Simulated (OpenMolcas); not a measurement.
# Ions of charge +2 along the 3d row with 4 chloride ligands in tetrahedral coordination

```yaml
Program: OpenMolcas 26.06
Method: CASSCF
Spin-orbit_coupling: state interaction with AMFI integrals over the reference wave functions
```

The d shell is active. Anionic complexes are neutralised by point charges behind the ligands. Distances were set from a Shannon-type radius of the metal (high-spin where two are listed) plus a fixed donor radius (Cl 1.76 Å). Ligand basis ANO-RCC-VDZP, DKH2 Hamiltonian. States (labels of Td). Energies in cm-1 above the lowest state or level, χT in cm3 K/mol; under a threefold ground state the first gap can be a small split of the lowest multiplet, not the spin-orbit step; 10Dq and B are least-squares fits to the states below 45000 cm-1, weighted by degeneracy, with a free offset, and given where the rms deviation is under 5 % of |10Dq| (or 100 cm-1) and under 700 cm-1; 10Dq is negative for this site. Spin-only χT is S(S+1) / 2 for the spin of the ground state.

| Ion | Shell | R (Å) | Metal basis | Outer charge (e at Å behind ligand) | Ground state | First state of that spin | 10Dq | B (rms of fit) | First gap with spin-orbit (degeneracies) | χT at 300 K | First state of another spin | Spin-only χT |
| --- | --- | --- | --- | --- | --- | --- | --- | --- | --- | --- | --- | --- |
| Ti2+ | 3d2 | 2.49 | ANO-RCC-VDZP | 0.5 at 2.8 | 3A2 | 3T2 2990 |  |  | 2953 (3, 1) | 1.039 | 1E 11507 | 1.000 |
| V2+ | 3d3 | 2.42 | ANO-RCC-VDZP | 0.5 at 2.8 | 4T1 | 4T2 2467 | -2849 | 873 (137) | 19.0 (4, 2) | 1.676 | 2E 13012 | 1.875 |
| Cr2+ | 3d4 | 2.43 | ANO-RCC-VDZP | 0.5 at 2.6 | 5T2 | 5E 2551 | -2527 | 951 (97) | 19.0 (1, 3) | 2.631 | 3T1 17414 | 3.000 |
| Fe2+ | 3d6 | 2.4 | ANO-RCC-VDZP | 0.5 at 2.6 | 5E | 5T2 2006 | -2077 | 1117 (66) | 25.5 (1, 3) | 3.776 | 3T1 20741 | 3.000 |
| Co2+ | 3d7 | 2.34 | ANO-RCC-VTZP | 0.5 at 2.4 | 4A2 | 4T2 2065 | -2102 | 1172 (89) | 1881 (4, 4) | 3.265 | 2E 19531 | 1.875 |
| Ni2+ | 3d8 | 2.31 | ANO-RCC-VDZP | 0.5 at 3.2 | 3T1 | 3T2 1698 | -2061 | 1241 (49) | 307.3 (1, 3) | 2.769 | 1T2 16084 | 1.000 |
| Cu2+ | 3d9 | 2.33 | ANO-RCC-VDZP | 0.5 at 3.2 | 2T2 | 2E 1860 | -1860 |  | 695.1 (2, 4) | 0.960 |  | 0.375 |

The rows also differ in their metal basis and outer charges, so part of each step comes from that.

Among the 6 ions with a close fit, |10Dq| is smallest for Cu2+ (1860 cm-1) and largest for V2+ (2849 cm-1). The error differs from ion to ion, so this order need not be the real one.

B goes from 873 cm-1 (V2+) to 1241 cm-1 (Ni2+).

Every ion keeps the highest spin of its shell. χT departs most from the spin-only value for Ni2+, by +1.769 cm3 K/mol.

Ligand-to-metal charge-transfer states are missing. Without dynamic correlation the repulsion within the d shell is too large (B by tens of per cent), so at a given field states of lower spin stand too high (holds for Ti2+; V2+; Cr2+; Fe2+; Co2+; Ni2+). With no ligand orbital active B as a rule stays too high, so bands that hang on it stand too high and its fall with covalency is understated (holds for Ti2+; V2+; Cr2+; Fe2+; Co2+; Ni2+). With metal d orbitals alone and no dynamic correlation the field as a rule comes out too small, by tens of per cent, by up to half for chloride and softer ligands (holds for Ti2+; V2+; Cr2+). An orbital triplet at a regular site is open to Jahn-Teller coupling, which can distort the site and quench the lowest spin-orbit gaps and is left out (holds for V2+; Cr2+; Ni2+; Cu2+). An orbital doublet at a regular site is open to a Jahn-Teller distortion, which this geometry leaves out (holds for Fe2+). With metal d orbitals alone and no dynamic correlation the field as a rule comes out too small, by tens of per cent, by up to half for chloride and softer ligands, and the orbital part of g and χT, which goes as 1/10Dq, too large (holds for Fe2+; Co2+). With metal d orbitals alone and no dynamic correlation the field as a rule comes out too small, by tens of per cent, by up to half for chloride and softer ligands, and with too little covalency χT stands high (holds for Ni2+; Cu2+). No measured value stands beside these numbers; the geometry is a model, was not optimised and need not be the one that this ion takes.
